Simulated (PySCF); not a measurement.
C2H2BF3, SMILES C(/F)=C/B(F)F.

Geometry optimised at PBE-D3(BJ)/def2-SVP. The structure was generated by enumeration; whether it is a known compound was not checked. One conformer was computed; it need not be the lowest.

Calculation: TDA-ωB97X/def2-SVPD in PySCF.

Vertical excitations. Gas-phase values at a fixed geometry. State labels are in the subgroup Cs.

| state | symmetry | energy (eV) | λ (nm) | f | main pairs |
|---|---|---|---|---|---|
| S1 | A' | 6.97 | 178 | 0.475 | HOMO→LUMO 93 % |
| S2 | A" | 7.45 | 166 | 0.000 | HOMO−1→LUMO 96 % |
| S3 | A" | 8.11 | 153 | 0.062 | HOMO→LUMO+1 74 %, HOMO→LUMO+2 18 % |
| S4 | A" | 8.35 | 149 | 0.001 | HOMO−2→LUMO 94 % |
| S5 | A" | 9.13 | 136 | 0.016 | HOMO→LUMO+2 66 %, HOMO→LUMO+1 15 % |
| S6 | A" | 9.36 | 132 | 0.001 | HOMO−3→LUMO 89 % |
| S7 | A" | 9.51 | 130 | 0.004 | HOMO→LUMO+3 47 %, HOMO→LUMO+4 31 % |
| S8 | A" | 10.09 | 123 | 0.002 | HOMO→LUMO+4 31 %, HOMO→LUMO+3 25 %, HOMO−5→LUMO 12 %, HOMO→LUMO+7 12 % |
| S9 | A" | 10.23 | 121 | 0.005 | HOMO−5→LUMO 64 %, HOMO→LUMO+3 12 %, HOMO−1→LUMO+6 10 % |
| S10 | A' | 10.34 | 120 | 0.129 | HOMO→LUMO+6 84 % |
| T1 | A' | 3.90 | 318 | 0 | HOMO→LUMO 94 % |
| T2 | A" | 6.84 | 181 | 0 | HOMO−1→LUMO 95 % |
| T3 | A" | 8.05 | 154 | 0 | HOMO−2→LUMO 53 %, HOMO→LUMO+1 29 %, HOMO→LUMO+2 8 % |
| T4 | A" | 8.07 | 154 | 0 | HOMO→LUMO+1 40 %, HOMO−2→LUMO 40 %, HOMO→LUMO+2 11 % |
Triplets are in the Tamm–Dancoff approximation.
